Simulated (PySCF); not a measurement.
Structure from 2D NMR

Compound of formula C$_{6}$H$_{9}$B. Correlations simulated from computed shifts and the bond graph:

HSQC (one-bond C–H):
```
  δH     δC
7.47  147.7
7.03  148.9
6.75  148.9
```

COSY cross peaks (H two or three bonds apart, from the bond graph; peaks can be absent where the dihedral angle is near 90°):
```
  δH    δH
7.47  7.03
7.47  6.75
7.03  6.75
```

HMBC (two and three bonds, from the bond graph):
```
  δH            δC
7.47  148.9, 147.7
7.03         147.7
6.75         147.7
```

Non-relativistic Hamiltonian, one averaged value for each set of equivalent atoms, one computed conformer, gas phase. B97-2/pcSseg-2 with gauge-including orbitals; geometry: PBE0-D3(BJ)/def2-TZVP; PySCF.

Scale: TMS for 1H (31.64 ppm) and 13C (185.38 ppm) (reference shieldings calculated alike).

Exchangeable hydrogens are left out of these lists.

Work out the connectivity.

Results:

`C=CB(C=C)C=C`.

Atoms are numbered as in `[CH2:1]=[CH:2][B:3]([CH:4]=[CH2:5])[CH:6]=[CH2:7]` (H(Xn): hydrogen on atom n). Ha(C1), Ha(C5), Ha(C7) are cis to B3; Hb(C1), Hb(C5), Hb(C7) are trans to B3.

- δC 148.9 is C1/C5/C7, a terminal =CH2 carbon (δH 7.03, 6.75).
- δC 147.7 is C2/C4/C6, an alkene CH (δH 7.47).
- COSY links 7.47–7.03, 7.47–6.75, 7.03–6.75.

This is the structure that produced the data.

A carbon bonded to boron is broadened by the quadrupolar boron nucleus and is often missing from a measured spectrum. Shifts are as computed. Against solution values, carbons near 30 ppm lie about +3 ppm off and those near 130 ppm about +7 ppm. Of 1211 compounds with measured shifts, 218 miss one by over three times the rms of a fit or turn the order of signals round; such compounds aren't used in these exercises.
